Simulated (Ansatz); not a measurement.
Energy profile

The step: AlN₂H₅ ([NH2][AlH][NH2]) + SiH₄ → AlSiN₂H₇ ([NH2][Al]([NH2])[SiH3]) + H₂; bonds formed: Al1–Si6, H2–H5; bonds broken: Al1–H2, H5–Si6 (atoms numbered as in the saddle structure below).

```xyz
13
angstrom
Al 0.4422 0.3902 0.4990
H 1.3729 -1.0069 0.9187
N 1.1268 1.5286 -0.6690
N -0.4597 0.7965 1.9660
H 0.6168 -1.2492 0.1635
Si -0.8062 -1.3235 -1.1197
H 1.0442 1.4489 -1.6681
H 1.7968 2.2409 -0.4301
H -0.4660 0.2398 2.8037
H -1.2037 1.4741 1.9876
H -1.6947 -0.2490 -1.6627
H -0.0898 -1.9270 -2.2803
H -1.6795 -2.3633 -0.5088
```

Electronic energies by CCSD(T) at an estimated basis limit (MP2 extrapolated from triple and quadruple zeta, plus CCSD(T) − MP2 in triple zeta), on PBE0-D4/def2-TZVP structures; AlSiN2H9, singlet; no counterpoise correction. Ansatz 0.2.0; basis: def2-TZVPP and def2-QZVPP; cores frozen in the correlated methods. Extrapolation: Hartree–Fock as exp(−7.88 √X), correlation as X^−2.97.

(1) Give the profile in kJ/mol, counted from the separated reactants. (An estimate is asked for; the value comes from the calculation.)

No T1 diagnostic of these runs exceeds 0.013.

## Answers

(1) The calculation gives:
| point | kJ/mol |
| --- | --- |
| separated: AlN2H5 (linked as [NH2][AlH][NH2]; Al1, H2, N3, N4, H7, H8, H9, H10; singlet) + SiH4 (H5, Si6, H11, H12, H13; singlet) | 0.0 |
| start structure | -8.5 |
| saddle | 172.0 |
| end structure | 9.8 |
| separated: AlSiN2H7 (linked as [NH2][Al]([NH2])[SiH3]; Al1, N3, N4, Si6, H7, H8, H9, H10, H11, H12, H13; singlet) + H2 (H2, H5; singlet) | 12.0 |

For scale, one of the runs: CCSD(T)/def2-TZVPP, 272 basis functions, launched by `ansatz run in.yaml --threads 4 --pin off --events-out ev --progress --plain --max-ram 9574MiB`. The run took 4.9 min on 4 CPU threads of an AMD EPYC (shared host), with 6.8 GiB of host memory at its peak.
